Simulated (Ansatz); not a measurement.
`[SiH3]B[SiH2]Cl` + `O[Si]Br` → `[SiH3]O[Si]Br` + `B[SiH2]Cl` at 400 K and 1 bar (cleavage of the Si–B bond).

Program: Ansatz. Geometries: PBE0-D4/def2-TZVP. ΔE: electronic, gas phase. CBS: MP2 limit from def2 TZ/QZ plus the TZ coupled-cluster correction, frozen cores. For Br outer-core shells are correlated without core-valence functions, which leaves a few kJ/mol of doubt a bond. Scalar relativity is left out up to krypton. One conformer a species, not always the lowest.

| species | CCSD(T)/CBS energy (Eh) | H − E (kJ/mol) | S (J/(mol·K)) |
| --- | --- | --- | --- |
| `[SiH3]B[SiH2]Cl` | -1066.33624 | 179.3 | 411.0 |
| `O[Si]Br` | -2938.23569 | 59.0 | 308.9 |
| `[SiH3]O[Si]Br` | -3228.55316 | 110.8 | 381.1 |
| `B[SiH2]Cl` | -776.05948 | 125.0 | 329.6 |

H − E and S are ideal-gas, rigid-rotor, harmonic terms from PBE0-D4/def2-TZVP, for one conformer and one mirror image of each species. 1 Eh = 2625.50 kJ/mol, R = 8.31446 J/(mol·K).

Question: By hand: ΔE, ΔH, ΔS and ΔG.

Answer: ΔE = (-3228.55316) + (-776.05948) − (-1066.33624) − (-2938.23569) = -0.04071 Eh = -106.9 kJ/mol. Δ(H − E) = 110.8 + 125.0 − 179.3 − 59.0 = -2.5, so ΔH = -109.4 kJ/mol. ΔS = 381.1 + 329.6 − 411.0 − 308.9 = -9.2 J/(mol·K). ΔG = -109.4 − 400 × (-9.2)/1000 = -105.7 kJ/mol.

Question: By hand: the equilibrium constant, and the temperature at which ΔG would vanish if ΔH and ΔS stayed fixed.

Answer: log₁₀ K = −ΔG/(RT ln 10) = 13.8. ΔG = 0 at ΔH/ΔS = 11891 K, far beyond where these terms or the molecules hold.

The number of gas molecules stays the same, so ΔS is small and ΔH decides. A doubt of 5 kJ/mol in ΔE shifts log₁₀ K by 0.7 here. Other conformers and mirror images would add mixing entropy, several J/(mol·K) or more a flexible species. Modes under 60 cm⁻¹, often nearly free rotors, make the harmonic entropy too high. These are equilibria of isolated gas molecules and say nothing of rates. Largest T1 diagnostic: 0.012 (customary marks: 0.02 for closed shells, 0.045 for open ones).
